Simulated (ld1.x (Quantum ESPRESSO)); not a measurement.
PBE TM dataset for Zn, fully relativistic all-electron reference.

The input file (ld1.x (Quantum ESPRESSO) 7.5):

```
&input
   title='Zn', zed=30., rel=2, dft='PBE', iswitch=3,
   config='[Ar] 3d10 4s2 4p0 4d-2', rel_dist='average',
   nld=5, rlderiv=3.10, eminld=-2.0, emaxld=5.0, deld=0.02
 /
 &inputp
   pseudotype=2, tm=.true., lloc=-1, rcloc=1.80,
   nlcc=.true., new_core_ps=.true., rcore=1.60,
   file_pseudopw='Zn.UPF', file_wfcaegen='ae.wfc', file_wfcncgen='nc.wfc', file_beta='beta', file_chi='chi'
 /
3
4S  1  0   2.00   0.00  2.30  2.30  0.0
4P  2  1   0.00   0.00  2.85  2.85  0.0
4D  3  2  -2.00   0.15  2.70  2.70  0.0
 &test
   configts(1)='4s2 4p0'
 /
```

Command:

```bash
ld1.x < Zn.in > Zn.out
```

Output (shortened: banner, matrices, multipoles, cross overlaps and the repeated all-electron block are left out):

```
Program LD1 v.7.5
     --------------------------- All-electron run ----------------------------

     Zn
     dirac relativistic calculation

     atomic number is 30.00
     dft =PBE   lsd =0 sic =0 latt =0  beta=0.20 tr2=1.0E-14
     Exchange-correlation= PBE
                           (   1   4   3   4   0   0   0)
     mesh =1201 r(mesh) =  99.36527 a.u. xmin = -7.00 dx = 0.01250
     1 Ry =  13.60569312 eV, c = 137.03599908

     n l j   nl                  e(Ry)          e(Ha)          e(eV)
     Spin orbit split results
     1 0 0.5 1S 1( 2.00)      -699.9404      -349.9702     -9523.1746
     2 0 0.5 2S 1( 2.00)       -85.1048       -42.5524     -1157.9093
     2 1 0.5 2P 1( 2.00)       -74.9447       -37.4723     -1019.6743
     2 1 1.5 2P 1( 4.00)       -73.1901       -36.5950      -995.8018
     3 0 0.5 3S 1( 2.00)        -9.4956        -4.7478      -129.1944
     3 1 0.5 3P 1( 2.00)        -6.2799        -3.1399       -85.4421
     3 1 1.5 3P 1( 4.00)        -6.0546        -3.0273       -82.3776
     3 2 1.5 3D 1( 4.00)        -0.7610        -0.3805       -10.3541
     3 2 2.5 3D 1( 6.00)        -0.7348        -0.3674        -9.9976
     4 0 0.5 4S 1( 2.00)        -0.4394        -0.2197        -5.9781
     4 1 0.5 4P 1( 0.00)        -0.0850        -0.0425        -1.1559
     4 1 1.5 4P 1( 0.00)        -0.0806        -0.0403        -1.0968
     Averaged results
     1 0     1S 1( 2.00)      -699.9404      -349.9702     -9523.1746
     2 0     2S 1( 2.00)       -85.1048       -42.5524     -1157.9093
     2 1     2P 1( 6.00)       -73.7749       -36.8875     -1003.7593
     3 0     3S 1( 2.00)        -9.4956        -4.7478      -129.1944
     3 1     3P 1( 6.00)        -6.1297        -3.0649       -83.3991
     3 2     3D 1(10.00)        -0.7453        -0.3726       -10.1402
     4 0     4S 1( 2.00)        -0.4394        -0.2197        -5.9781
     4 1     4P 1( 0.00)        -0.0821        -0.0410        -1.1165

     final scf error:  9.4E-15 reached in  27 iterations

     Etot =   -3592.171991 Ry,   -1796.085996 Ha,  -48873.989757 eV

     Ekin =    3658.908404 Ry,    1829.454202 Ha,   49781.984913 eV
     Encl =   -8666.167699 Ry,   -4333.083849 Ha, -117909.218259 eV
     Eh   =    1558.237903 Ry,     779.118951 Ha,   21200.906719 eV
     Exc  =    -143.150600 Ry,     -71.575300 Ha,   -1947.663130 eV

     normalization and overlap integrals

     s(1S/1S) =  1.000000  <r> =   0.0503  <r2> =    0.0034  r(max) =   0.0329
     s(2S/2S) =  1.000000  <r> =   0.2260  <r2> =    0.0603  r(max) =   0.1894
     s(2P/2P) =  1.000000  <r> =   0.1959  <r2> =    0.0472  r(max) =   0.1513
     s(2P/2P) =  1.000000  <r> =   0.1993  <r2> =    0.0487  r(max) =   0.1532
     s(3S/3S) =  1.000000  <r> =   0.6809  <r2> =    0.5360  r(max) =   0.5908
     s(3P/3P) =  1.000000  <r> =   0.7060  <r2> =    0.5893  r(max) =   0.5835
     s(3P/3P) =  1.000000  <r> =   0.7168  <r2> =    0.6076  r(max) =   0.5983
     s(3D/3D) =  1.000000  <r> =   0.9064  <r2> =    1.1183  r(max) =   0.5620
     s(3D/3D) =  1.000000  <r> =   0.9151  <r2> =    1.1423  r(max) =   0.5691
     s(4S/4S) =  1.000000  <r> =   2.6548  <r2> =    8.2944  r(max) =   2.0882
     s(4P/4P) =  1.000000  <r> =   4.2846  <r2> =   22.6720  r(max) =   3.0383
     s(4P/4P) =  1.000000  <r> =   4.3711  <r2> =   23.5960  r(max) =   3.1152

     ------------------------ End of All-electron run ------------------------

     --------------------- Generating NC pseudopotential ---------------------

      Generating local potential from pseudized AE potential:
      Matching radius rcloc =   1.8000

      Local pseudo, rcloc= 1.820 Estimated cut-off energy=     7.42 Ry

      Computing core charge for nlcc:

       r > 1.61 : true rho core
      Core charge pseudized with two Bessel functions
      Integrated core pseudo-charge :   8.13

     Fully relativistic calculation: |psi|^2

     Wfc 4S LC norm =  0.99996240 SC norm =  0.00003627 missing  0.00000133

     Wfc 4P LC norm =  0.99998584 SC norm =  0.00001406 missing  0.00000009

     Wfc 4P LC norm =  0.99998642 SC norm =  0.00001099 missing  0.00000259

      Wfc   4S  rcut= 2.279  Using Troullier-Martins method

      Wfc   4P  rcut= 2.854  Using Troullier-Martins method

      Wfc   4P  rcut= 2.854  Using Troullier-Martins method

      Wfc   4D  rcut= 2.715  Using Troullier-Martins method

      Wfc   4D  rcut= 2.715  Using Troullier-Martins method

     ------------------- End of pseudopotential generation -------------------

     Computing logarithmic derivative in   3.09588
     Computing logarithmic derivative in   3.09588
     Computing the partial wave expansion
     R is outside the sphere for l=    0 j= 0.50
     R is outside the sphere for l=    1 j= 0.50
     R is outside the sphere for l=    1 j= 1.50
     R is outside the sphere for l=    2 j= 1.50
     R is outside the sphere for l=    2 j= 2.50

     ---------------------- Testing the pseudopotential ----------------------

     Zn
     dirac relativistic calculation

     atomic number is 30.00   valence charge is  2.00
     dft =PBE   lsd =0 sic =0 latt =0  beta=0.20 tr2=1.0E-14
     mesh =1201 r(mesh) =  99.36527 xmin = -7.00 dx = 0.01250

     n l  j  nl             e AE (Ry)       e PS (Ry)    De AE-PS (Ry)
     1 0 0.5 4S   1( 2.00)       -0.43938       -0.43938        0.00000
     2 1 0.5 4P   1( 0.00)       -0.08496       -0.08496       -0.00000
     2 1 1.5 4P   1( 0.00)       -0.08061       -0.08061        0.00000

     eps = 1.4E-15  iter =  4

     Etot =   -3592.171991 Ry,   -1796.085996 Ha,  -48873.989757 eV
     Etotps =   -12.959787 Ry,      -6.479893 Ha,    -176.326883 eV

     Ekin =       0.669426 Ry,       0.334713 Ha,       9.108006 eV
     Encl =      -3.761955 Ry,      -1.880978 Ha,     -51.184011 eV
     Ehrt =       1.366067 Ry,       0.683033 Ha,      18.586284 eV
     Ecxc =     -12.003572 Ry,      -6.001786 Ha,    -163.316912 eV
     (Ecc =     -10.828529 Ry,      -5.414264 Ha,    -147.329637 eV)
     Epseu=       0.770247 Ry,       0.385124 Ha,      10.479751 eV

     ---------------------- End of pseudopotential test ----------------------
```

Note: ghost states, extra bound levels that the all-electron valence spectrum of the same l lacks: d3/2 at -13161.5 eV, d5/2 at -716.4 eV. A true bound ghost makes a file unfit for plane-wave use.

Generation and configuration tests took about 3.3 s on one core of a shared server CPU.

Transferability test of the new file with ld1.x, input:

```
&input
   title='Zn', zed=30., rel=2, dft='PBE', iswitch=2,
   config='[Ar] 3d10 4s2 4p0 4d-2', rel_dist='average'
 /
 &test
   file_pseudo='Zn.UPF', nconf=6,
   configts(1)='4s2 4p0',
   configts(2)='4s1 4p0',
   configts(3)='4s1.5 4p0',
   configts(4)='4s1 4p1',
   configts(5)='4s0 4p1',
   configts(6)='4s0 4p2'
 /
```

```bash
ld1.x < Zn.test.in > Zn.test.out
```

Pseudopotential blocks of its output, shortened (energy terms left out):

```
     ---------------------- Testing the pseudopotential ----------------------

     n l  j  nl             e AE (Ry)       e PS (Ry)    De AE-PS (Ry)
     1 0 0.5 4S   1( 2.00)       -0.43938       -0.43938        0.00000
     2 1 0.5 4P   1( 0.00)       -0.08496       -0.08496       -0.00000
     2 1 1.5 4P   1( 0.00)       -0.08061       -0.08061        0.00000

     eps = 1.1E-15  iter =  4

     Etot =   -3592.171991 Ry,   -1796.085996 Ha,  -48873.989757 eV
     Etotps =   -12.959787 Ry,      -6.479893 Ha,    -176.326883 eV

     ---------------------- End of pseudopotential test ----------------------

          ---------------------- Testing the pseudopotential ----------------------

     n l  j  nl             e AE (Ry)       e PS (Ry)    De AE-PS (Ry)
     1 0 0.5 4S   1( 1.00)       -1.02872       -1.04929        0.02057  !
     2 1 0.5 4P   1( 0.00)       -0.57771       -0.59057        0.01286  !
     2 1 1.5 4P   1( 0.00)       -0.56868       -0.58118        0.01250  !

     eps = 3.2E-15  iter =  5

     Etot =   -3591.445205 Ry,   -1795.722603 Ha,  -48864.101330 eV
     Etotps =   -12.224432 Ry,      -6.112216 Ha,    -166.321866 eV
     dEtot_ae =       0.726786 Ry
     dEtot_ps =       0.735355 Ry,   Delta E=      -0.008569 Ry

     ---------------------- End of pseudopotential test ----------------------

          ---------------------- Testing the pseudopotential ----------------------

     n l  j  nl             e AE (Ry)       e PS (Ry)    De AE-PS (Ry)
     1 0 0.5 4S   1( 1.50)       -0.72318       -0.73088        0.00771  !
     2 1 0.5 4P   1( 0.00)       -0.31638       -0.32039        0.00401
     2 1 1.5 4P   1( 0.00)       -0.30959       -0.31345        0.00386

     eps = 3.3E-15  iter =  5

     Etot =   -3591.882358 Ry,   -1795.941179 Ha,  -48870.049100 eV
     Etotps =   -12.668430 Ry,      -6.334215 Ha,    -172.362766 eV
     dEtot_ae =       0.289633 Ry
     dEtot_ps =       0.291357 Ry,   Delta E=      -0.001724 Ry

     ---------------------- End of pseudopotential test ----------------------

          ---------------------- Testing the pseudopotential ----------------------

     n l  j  nl             e AE (Ry)       e PS (Ry)    De AE-PS (Ry)
     1 0 0.5 4S   1( 1.00)       -0.54391       -0.55053        0.00662  !
     2 1 0.5 4P   1( 0.33)       -0.15819       -0.16004        0.00185
     2 1 1.5 4P   1( 0.67)       -0.15256       -0.15423        0.00167

     eps = 7.1E-15  iter =  7

     Etot =   -3591.798224 Ry,   -1795.899112 Ha,  -48868.904393 eV
     Etotps =   -12.583533 Ry,      -6.291766 Ha,    -171.207684 eV
     dEtot_ae =       0.373767 Ry
     dEtot_ps =       0.376254 Ry,   Delta E=      -0.002487 Ry

     ---------------------- End of pseudopotential test ----------------------

          ---------------------- Testing the pseudopotential ----------------------

     n l  j  nl             e AE (Ry)       e PS (Ry)    De AE-PS (Ry)
     1 0 0.5 4S   1( 0.00)       -1.11072       -1.13985        0.02913  !
     2 1 0.5 4P   1( 0.33)       -0.64478       -0.66194        0.01716  !
     2 1 1.5 4P   1( 0.67)       -0.63500       -0.65157        0.01657  !

     eps = 1.4E-16  iter =  7

     Etot =   -3590.980503 Ry,   -1795.490251 Ha,  -48857.778729 eV
     Etotps =   -11.749577 Ry,      -5.874788 Ha,    -159.861136 eV
     dEtot_ae =       1.191489 Ry
     dEtot_ps =       1.210210 Ry,   Delta E=      -0.018722 Ry

     ---------------------- End of pseudopotential test ----------------------

          ---------------------- Testing the pseudopotential ----------------------

     n l  j  nl             e AE (Ry)       e PS (Ry)    De AE-PS (Ry)
     1 0 0.5 4S   1( 0.00)       -0.62409       -0.63702        0.01293  !
     2 1 0.5 4P   1( 0.67)       -0.21490       -0.21852        0.00362
     2 1 1.5 4P   1( 1.33)       -0.20816       -0.21140        0.00323

     eps = 7.7E-15  iter = 13

     Etot =   -3591.396147 Ry,   -1795.698074 Ha,  -48863.433860 eV
     Etotps =   -12.174223 Ry,      -6.087111 Ha,    -165.638737 eV
     dEtot_ae =       0.775844 Ry
     dEtot_ps =       0.785564 Ry,   Delta E=      -0.009720 Ry

     ---------------------- End of pseudopotential test ----------------------
```
